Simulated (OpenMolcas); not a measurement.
# P³⁺: CASPT2 settings compared

```yaml
Program: OpenMolcas
Basis: ANO-RCC-VDZ [4s3p]
Scalar_Hamiltonian: DKH3, point nucleus
Active_space: 2 electrons in 4 orbitals (3s 3p)
State_averaging: 2S+1 = 1 even, 6 roots; 2S+1 = 3 even, 3 roots kept (CI in the orbitals of an earlier block); 2S+1 = 1 odd, 3 roots; 2S+1 = 3 odd, 3 roots kept (CI in the orbitals of an earlier block)
Spin-orbit_coupling: RASSI with atomic mean-field integrals over the reference wave functions, term energies averaged over their components
```

Methods on the same reference wave functions:
A. CASSCF
B. SS-CASPT2, IPEA 0.3 Eh, no level shift (closed shells correlated: none)
C. SS-CASPT2, IPEA 0.75 Eh, sigma1 regulariser 0.4 Eh (closed shells correlated: none)
D. SS-CASPT2, IPEA 0.4 Eh, sigma1 regulariser 0.5 Eh (closed shells correlated: 2s 2p)

Energies in cm-1 above 3s2 1S0, the measured ground level; measured values from Martin, Zalubas and Musgrove, J. Phys. Chem. Ref. Data 14, 751 (1985).

| Level | A | B | C | D | Measured |
| --- | --- | --- | --- | --- | --- |
| 3s2 1S0 | 0.0 | 0.0 | 0.0 | 0.0 | 0.0 |
| 3s 3p 3P* 0 | 68802 | 68284 | 68399 | 68355 | 67918 |
| 3s 3p 3P* 1 | 68964 | 68446 | 68562 | 68517 | 68146 |
| 3s 3p 3P* 2 | 69291 | 68773 | 68889 | 68845 | 68615 |
| 3s 3p 1P* 1 | 116826 | 117058 | 117057 | 117050 |  |

Deviations, from unrounded energies. A percentage is the sum of absolute deviations over the sum of measured energies, with the sign that they share, or ± where signs differ.

```json
{"Against measurement": "mean absolute deviation (cm-1)", "Levels": "3", "A": "790", "B": "270", "C": "390", "D": "350"}
{"Against measurement": "other configurations (%)", "Levels": "3", "A": "+1.2", "B": "+0.4", "C": "+0.6", "D": "+0.5"}
```

B lies closest to measurement on these levels and A furthest from it. The largest miss of B in the table is 3s 3p 3P* 0, by +370 cm-1. The ranking rests on the paired levels alone, and a cruder setting can come out closer through cancelling errors.

Among B to D the level of the table that moves most is 3s 3p 3P* 0, by 120 cm-1 (lowest in B, highest in C).

The lowest spin-free term lies below A's lowest term by 0.001 hartree in B, 0.001 hartree in C, 0.005 hartree in D.

Terms from blocks run as CI alone lack orbitals of their own. The basis is small and was not contracted for so high a charge. Computed and measured levels are paired by configuration, term and J; levels that our copy of the source lacks, or whose pairing is in doubt (as where it misses far off the trend of its configuration), stay unpaired and out of the deviations. Only configurations of the active space appear. Levels that lie high or do not pair safely by name in every column are left out.

* marks odd parity.
